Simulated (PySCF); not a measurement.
Be(SMe)(GeH3) (CH₆BeGeS), SMILES [Be]([S]C)[GeH3]. Atoms are numbered in the order given.

```xyz
10

Be     0.1607    -0.0572    -0.4702
S     -0.2288    -0.5690    -2.2622
C     -1.9977    -1.1034    -2.1210
H     -2.1027    -1.9615    -1.4442
H     -2.3101    -1.4080    -3.1285
H     -2.6397    -0.2778    -1.7869
Ge     0.6194     0.5453     1.5848
H      0.8657    -0.6515     2.5362
H      1.8874     1.4301     1.6795
H     -0.5189     1.3732     2.2328
```
Charge 0, spin multiplicity 1.

Geometry: B3LYP-D3(BJ)/def2-SVP. The structure was generated by enumeration; whether it is a known compound was not checked. Other conformers were not sampled.

These are PBE0/pcSseg-1 in PySCF values and carry that method's errors.

GIAO shieldings, no solvent; atoms alike by connectivity are averaged. δ = σ(ref) − σ: ³³S against H2S (σ = 716.7 ppm); ¹³C against TMS (σ = 186.3 ppm); ¹H against TMS (σ = 31.56 ppm); ⁷³Ge against GeH4 (σ = 1658.3 ppm), references at their B3LYP-D3(BJ)/def2-TZVP geometries, non-relativistic.

**Question.** Estimate the chemical shifts. (Estimate from the structure and the level; the computed values follow.)

**Answer.** 
```json
[
 {"nucleus": "³³S", "atoms": "S2", "count": "1", "δ (ppm)": "129.2"},
 {"nucleus": "¹³C", "atoms": "C3", "count": "1", "δ (ppm)": "11.0"},
 {"nucleus": "¹H", "atoms": "H8, H9, H10", "count": "3", "δ (ppm)": "3.30"},
 {"nucleus": "¹H", "atoms": "H4, H5, H6", "count": "3", "δ (ppm)": "2.49"},
 {"nucleus": "⁷³Ge", "atoms": "Ge7", "count": "1", "δ (ppm)": "-114.3"}
]
```
